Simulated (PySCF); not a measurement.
C₄H₉FSi, SMILES C1[C@]([C@H]1C)([SiH3])F. Geometry optimised at PBE-D3(BJ)/def2-SVP. The structure was generated by enumeration; whether it is a known compound was not checked.

Give the equilibrium geometry at PBE-D3(BJ)/def2-SVP (PySCF confirms it by a frequency run) as Cartesian coordinates in Å. (Estimate from the structure and the level; the computed values follow.)


```xyz
15

C     -1.6034    -0.0339     1.5745
C     -1.1945    -0.5832     0.2260
C     -1.1703     0.2715    -1.0239
C      0.1233    -0.2511    -0.4382
F      0.7002    -1.3090    -1.1423
Si     1.4809     0.8588     0.2804
H     -1.1438    -0.6101     2.4039
H     -2.7048    -0.0794     1.7006
H     -1.3030     1.0265     1.6922
H     -1.4772    -1.6350     0.0440
H     -1.3900     1.3487    -0.9362
H     -1.4843    -0.1903    -1.9728
H      2.2870     0.1046     1.3008
H      0.8667     2.0705     0.9270
H      2.3850     1.3024    -0.8343
```
Charge 0, spin multiplicity 1.
